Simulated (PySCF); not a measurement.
A GIAO shielding run with PySCF 2.14.0 with density-fitted response routines (density fitting, non-relativistic, gas phase) on `CC[C@@H]1C=C(Cl)C[Si@H]1F`, C$_{6}$H$_{10}$ClFSi:

```
$ OMP_NUM_THREADS=1 python probes_run.py task.json out

{"job": {"kind": "nmr", "xc": "PBE0", "basis": "pcSseg-1"}, "charge": 0, "multiplicity": 1}
C      2.642838    -0.423556    -0.097842
C      1.476939     0.397471     0.441010
C      0.149500    -0.375591     0.447708
C     -0.341113    -0.654457    -0.948126
C     -1.538916    -0.209006    -1.292865
Cl    -2.204206    -0.458465    -2.874719
C     -2.388792     0.533929    -0.309428
Si    -1.307753     0.560775     1.254068
F     -1.982591    -0.321914     2.432196
H      3.571294     0.135991    -0.009187
H      2.497114    -0.669010    -1.146055
H      2.747029    -1.350080     0.462899
H      1.360074     1.302341    -0.158474
H      1.705172     0.704639     1.464167
H      0.332765    -1.333572     0.947844
H      0.285245    -1.206443    -1.629696
H     -2.638630     1.519679    -0.700970
H     -3.334850     0.010582    -0.163621
H     -1.040923     1.845939     1.873629
```

Hardware: 1 thread of an Arm Neoverse N1, shared host. The job also computes population analyses, field gradients, ring-centre shieldings.

Task: How large is the calculation?

Result: 86 electrons, 217 basis functions and 1169 auxiliary functions.

Task: How long does it take, and how much memory does it need?

Result: 83 s of wall time, with 14 SCF cycles and 5 response iterations; peak memory 1 GiB. Times on a shared host scatter by some tens of per cent.
